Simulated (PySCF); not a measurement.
## Identify the compound

The spectra below were simulated for a compound C₆H₁₁NO₂Si.

$^{1}$H NMR (500 MHz, computed): δ 5.48 (sept, 1H), 4.39 (t, 2H), 1.79 (t, 2H), 1.40 (d, 6H).

$^{13}$C{$^{1}$H} NMR (computed): δ 182.7 (C), 122.8 (C), 69.6 (CH), 23.9 (CH3), -1.2 (CH2).

All values are calculated (PySCF): σ from GIAO-PBE0/pcSseg-1, coordinates at the GFN2-xTB level. Isolated molecule, rapidly exchanging positions averaged, relativity neglected, a single conformation.

Shifts are taken against calculated references (same method and geometry level): $^{1}$H (σref 31.72) and $^{13}$C (σref 186.93) vs TMS.

**Question.** Which of these isomers gave the spectra?
A. CO[Si@@H](O)n1ccc(C)c1
B. CO[Si@H](O)n1cccc1C
C. CC(C)OC(=O)[SiH2]CC#N

**Answer.** C. 

1. Rings plus π bonds: 3 (no ring in the answer).
2. 5 carbon signals for 6 carbons: some carbons are equivalent by symmetry or fast rotation.
3. Carbon types of the structure: 2 × C, 1 × CH, 1 × CH2, 2 × CH3, leaving 2 H on heteroatoms.
4. δC 182.7: carbonyl carbon.
5. δC 122.8: nitrile carbon; this is the usual window of a C≡N carbon, which has no attached hydrogen.
6. δC 69.6: sp3 CH bonded to O; the inductive effect lowers its shielding.
7. δC 23.9: methyl carbon; aliphatic region, no heteroatom directly attached.
8. δH 5.48: hydrogen on an sp3 CH bonded to O; its carbon carries O, hence the downfield position.

The others: CO[Si@H](O)n1cccc1C would give 6 carbon signals, not 5; CO[Si@@H](O)n1ccc(C)c1 would give 6 carbon signals, not 5.

Shifts are as computed. Against solution values, carbons near 30 ppm lie about +3 ppm off and those near 130 ppm about +5 ppm. Of 1211 compounds with measured shifts, 218 miss one by over three times the rms of a fit or turn the order of signals round; such compounds aren't used in these exercises. Multiplicities follow the n + 1 count of equivalent neighbours, as no J values were calculated; m marks all less simple cases, F and P coupling included.
